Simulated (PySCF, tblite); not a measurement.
Isomers of C7H10N (doublet state), one GFN2-xTB conformer each. Single-point energies are computed at B3LYP/pcH-1 (PySCF, gas phase, no added dispersion term), electronic only. GFN2-xTB treats the open shell by occupation alone, and not every SCF solution was tested for stability.

Question: Rank them by B3LYP/pcH-1 energy, lowest first (kcal/mol).
A. `[CH3:1][NH:2][C@@H:3]1[C:4]2[CH2:5][C@H:6]3[C@@H:7]2[C@@H:8]13` (doublet state) with C1–N2–C3–C4 -175°
B. `[CH3:1][N:2][C@@:3]12[CH:4]=[CH:5][CH2:6][C@@H:7]1[CH2:8]2` (doublet state) with C1–N2–C3–C4 -3°
C. `[CH2:1]=[C:2]([CH3:3])[C:4]1=[N:5][CH:6][CH2:7][CH2:8]1` (doublet state) with C1–C2–C4–N5 180°
D. `[CH3:1][NH:2][C@@H:3]1[C@@H:4]2[CH:5][C@H:6]3[C@@H:7]2[C@@H:8]13` (doublet state) with C1–N2–C3–C4 167°
E. `[CH3:1][C:2]1=[CH:3][C@:4]2([NH2:5])[CH2:6][C:7]2[CH2:8]1` (doublet state) with C3–C4–N5–H -77° and 44°

Answer: C (0.0), B (35.8), E (45.7), D (79.7), A (88.0).

As drawn, the highest has a three-membered ring, a four-membered ring and an N–H bond, which the lowest lacks. GFN2-xTB itself gives, in the same order: 0.0, 20.5, 42.9, 55.4, 63.5. Both levels put the same isomer lowest; measured from each level's own lowest isomer, the values differ by up to 24.5 kcal/mol (CN[C@@H]1[C]2C[C@H]3[C@@H]2[C@H]31: 63.5 against 88.0).

Question: What happens when harmonic zero-point energies from GFN2-xTB frequencies are added?

Answer: 
```csv
SMILES,ZPE (kcal/mol),electronic (kcal/mol),with ZPE (kcal/mol)
C=C(C)C1=N[CH]CC1,93.5,0.0,0.0
C[N][C@@]12C=CC[C@@H]1C2,93.7,35.8,36.0
CC1=C[C@]2(N)C[C]2C1,93.9,45.7,46.0
CN[C@@H]1[C@@H]2[CH][C@H]3[C@@H]2[C@H]31,94.4,79.7,80.6
CN[C@@H]1[C]2C[C@H]3[C@@H]2[C@H]31,95.2,88.0,89.6
```

The zero-point energies span 1.7 kcal/mol. The order is unchanged.
